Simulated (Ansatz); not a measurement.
Species: sum formula SiN$_{2}$H$_{7}$ (charge +1, singlet). It need not be the lowest isomer of its formula. 
Geometry from a B3LYP-D3(BJ)/def2-TZVP (Ansatz, a quantum-chemistry and plane-wave program) optimisation:
SMILES: [NH3+][SiH2]N
```xyz
10

Si    -0.1407    -0.5609    -0.0556
N      1.3725     0.5602    -0.4818
N     -1.3102     0.4013     0.6550
H      0.5102    -1.5026     0.8596
H     -0.4763    -1.0311    -1.4024
H      1.7572     1.0049     0.3543
H      1.1129     1.3128    -1.1229
H     -1.4232     0.4935     1.6535
H     -2.0807     0.8078     0.1458
H      2.1334     0.0372    -0.9227
```
Charge +1, spin multiplicity 1.

Total electronic energies in hartree. Correlated levels leave the core frozen unless marked. No spin-orbit coupling. No relativistic terms. Basis-set limits of correlation are two-point, X^-3; Hartree-Fock from the larger set (for Q and 5 zeta extrapolated as (X+1)exp(-9√X)).

```tsv
level	program	energy (Eh)
HF/CBS(cc-pV(Q+d)Z,cc-pV(5+d)Z)	Ansatz	-401.8285
BLYP-D3(BJ)/def2-TZVPD	Ansatz + dftd3	-403.04281
BLYP/def2-TZVPD	Ansatz	-403.02953
PBE0/6-31G*	Ansatz	-402.73685
PBE0/def2-TZVPD	Ansatz	-402.82529
r2SCAN0/def2-TZVPD	Ansatz	-402.97093
B2GP-PLYP-D4/def2-TZVPD	Ansatz + dftd4	-402.80339
B2PLYP-D4/def2-TZVPD	Ansatz + dftd4	-402.86710
MP2/cc-pwCVTZ	Ansatz	-402.37950
MP2/cc-pV(Q+d)Z	Ansatz	-402.42109
SCS-MP2/6-31G*	Ansatz	-402.12360
SCS-MP2/cc-pV(D+d)Z	Ansatz	-402.20719
SCS-MP2/cc-pVTZ	Ansatz	-402.37293
CCSD/cc-pV(T+d)Z	Ansatz	-402.40591
CCSD(T)/CBS(cc-pV(Q+d)Z,cc-pV(5+d)Z)	Ansatz	-402.4986
```

Totals of different functionals don't rank their quality; only differences between species are comparable.
